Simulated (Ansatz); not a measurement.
Start from `[CH3][GaH][B]1CS1` and change one atom or group to get `CB1CS1`.

Ansatz, PBE0-D4/def2-TZVP geometries, multiplicity 1. Each molecule was computed in one conformer, which needn't be the lowest.

Scalar relativity is left out up to krypton.

```
                                                                                  property  `[CH3][GaH][B]1CS1`
                                                     HOMO energy (ωB97M-V/def2-TZVPP) / eV                -9.54
                                                     HOMO–LUMO gap (B3LYP/def2-TZVPP) / eV                 5.52
                                                   HOMO–LUMO gap (ωB97M-V/def2-TZVPP) / eV                 9.78
ideal-gas entropy at 298 K and 1 bar (rigid rotor, harmonic PBE0-D4/def2-TZVP) / J/(mol·K)                  390
                                          size of the dipole moment (B3LYP/def2-TZVPP) / D                 1.19
                                        size of the dipole moment (ωB97M-V/def2-TZVPP) / D                 1.17
```

(1) Give the same properties after the change, and the shifts. (An estimate is asked.)

Answers

(1) Ansatz gave: 
```json
{"property": "HOMO energy (ωB97M-V/def2-TZVPP) / eV", "`CB1CS1`": "-9.49", "shift": "0.05"}
{"property": "HOMO–LUMO gap (B3LYP/def2-TZVPP) / eV", "`CB1CS1`": "6.26", "shift": "0.74"}
{"property": "HOMO–LUMO gap (ωB97M-V/def2-TZVPP) / eV", "`CB1CS1`": "10.88", "shift": "1.10"}
{"property": "ideal-gas entropy at 298 K and 1 bar (rigid rotor, harmonic PBE0-D4/def2-TZVP) / J/(mol·K)", "`CB1CS1`": "305", "shift": "-85"}
{"property": "size of the dipole moment (B3LYP/def2-TZVPP) / D", "`CB1CS1`": "1.53", "shift": "0.34"}
{"property": "size of the dipole moment (ωB97M-V/def2-TZVPP) / D", "`CB1CS1`": "1.54", "shift": "0.37"}
```

With PBE0 the HOMO rises by 0.11 eV and the LUMO rises by 0.78 eV, so the gap widens by about 0.67 eV. PBE moves the HOMO by 0.12 eV and ωB97M-V by 0.05 eV. The zero-point energy changes by -15.5 kJ/mol with -6 modes. Dipoles are sizes alone; their direction can turn. Modes under 60 cm⁻¹, often nearly free rotors, make the harmonic entropy too high.

B3LYP here is the variant with VWN-RPA as its local correlation; programs differ in this.
